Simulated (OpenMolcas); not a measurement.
**Ionisation energies of gallium**

```yaml
Program: OpenMolcas 26.06
Basis: ANO-RCC-VTZP [6s5p3d1f]
Scalar_Hamiltonian: DKH2, point nucleus
Spin-orbit_coupling: RASSI with atomic mean-field integrals over the reference wave functions, term energies averaged over their components
```

Active shells in each charge state: the valence s, p shells, with orbitals averaged over the low states. Where CASPT2's correlated closed shells are named, they are those of the first ion.

A. CASSCF
B. SS-CASPT2, IPEA 0.25 Eh, imaginary shift 0.1 Eh (closed shells correlated: 3d)
C. SS-CASPT2, IPEA 0.25 Eh, imaginary shift 0.1 Eh (closed shells correlated: 3s 3p 3d)
D. SS-CASPT2, IPEA 0.25 Eh, imaginary shift 0.1 Eh (closed shells correlated: none)
E. SS-CASPT2, IPEA 0 Eh, imaginary shift 0.1 Eh (closed shells correlated: 3d)

Energies in eV between the lowest computed levels (charge -1 gives the electron affinity), named as in B; reference values from the NIST Atomic Spectra Database with their kind.

```tsv
From	To	A	B	C	D	E	Spin-orbit share in B	Reference
Ga- 4s² 4p² ³P₀	Ga 4s² 4p ²P°_1/2	-0.791	-0.398	-0.402	-0.446	-0.316	-0.016	
Ga 4s² 4p ²P°_1/2	Ga+ 4s² ¹S₀	4.988	5.718	5.711	5.544	5.827	+0.066	5.999 (measured)
Ga+ 4s² ¹S₀	Ga2+ 4s ²S_1/2	19.722	20.281	20.319	19.764	20.279	+0.000	20.515 (measured)
Ga2+ 4s ²S_1/2	Ga3+ 3d¹⁰ ¹S₀	29.631	30.466	30.524	29.631	30.485	+0.000	30.726 (measured)
```

Error against the reference values, in %:

```tsv
From	Reference	A	B	C	D	E
Ga	measured	-16.9	-4.7	-4.8	-7.6	-2.9
Ga+	measured	-3.9	-1.1	-1.0	-3.7	-1.2
Ga2+	measured	-3.6	-0.8	-0.7	-3.6	-0.8
```

Mean absolute error over the 3 measured values: A 0.97 eV, B 0.26 eV, C 0.23 eV, D 0.77 eV, E 0.22 eV.

No diffuse functions were added, so the electron affinity comes out too small, and without dynamic correlation a bound anion can come out unbound.

° marks odd parity.
